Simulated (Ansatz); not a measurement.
Two isomers of C2H7GeN: A = `C[N]1[CH2][GeH2]1`, B = `C=C[NH][GeH3]`.

Isolated molecules relaxed with PBE0-D4/def2-TZVP in Ansatz; ΔE leaves out vibrations. CCSD(T)/CBS is the MP2 limit (def2-TZVPP, def2-QZVPP) plus CCSD(T) − MP2 in def2-TZVPP, frozen cores. DFT in def2-TZVPP. B3LYP here is the variant with VWN-RPA as its local correlation; programs differ in this. For Ge outer-core shells are correlated without core-valence functions, which leaves a few kJ/mol of doubt a bond. Scalar relativity is left out up to krypton. Each species was taken in one conformer, which may not be the lowest.

A:

Z-matrix (Å, degrees):
```
C
N 1 1.444
H 1 1.103 2 114.1
H 1 1.097 2 109.7 3 120.4
H 1 1.092 2 109.7 3 -121.3
C 2 1.462 1 115.9 3 -44.4
Ge 2 1.868 1 123.2 3 36.9
H 6 1.093 2 117.0 1 10.2
H 6 1.087 2 115.9 1 -127.8
H 7 1.523 2 114.6 1 137.4
H 7 1.527 2 116.0 1 -4.6
```

B:

```xyz
11

C     2.007    0.776   -0.349
C     0.741    0.633    0.048
N    -0.216   -0.184   -0.513
Ge   -1.721   -0.745    0.386
H     2.419    0.203   -1.173
H     2.654    1.488    0.142
H     0.375    1.229    0.882
H     0.121   -0.761   -1.270
H    -1.407   -1.830    1.437
H    -2.677   -1.305   -0.675
H    -2.296    0.495    1.084
```

Problem. Which isomer does CCSD(T)/CBS put lower? Give the gap. (Best estimate.)

Solution. The calculation gave: B, by 24.2 kcal/mol.

Problem. Give E(B) − E(A) in kcal/mol with PBE0-D4, B3LYP, B3LYP-D4, CCSD(T)/def2-TZVPP, HF/def2-TZVPP, B2PLYP, CCSD/def2-TZVPP. (An estimate is asked.)

Solution. Computed: PBE0-D4 -24.3, B3LYP -28.8, B3LYP-D4 -28.4, CCSD(T)/def2-TZVPP -25.4, HF/def2-TZVPP -36.1, B2PLYP -27.2, CCSD/def2-TZVPP -26.6. None reverses the order clearly.

Largest T1 diagnostic: 0.012.

In def2-TZVPP, CCSD(T) changes the Hartree–Fock value by +10.8 kcal/mol (the triples alone add +1.2 kcal/mol) and MP2 by +12.7 kcal/mol. From PBE to PBE0 (25 % exact exchange), in def2-TZVPP and without D4, E(B) − E(A) moves by −1.0 kcal/mol.
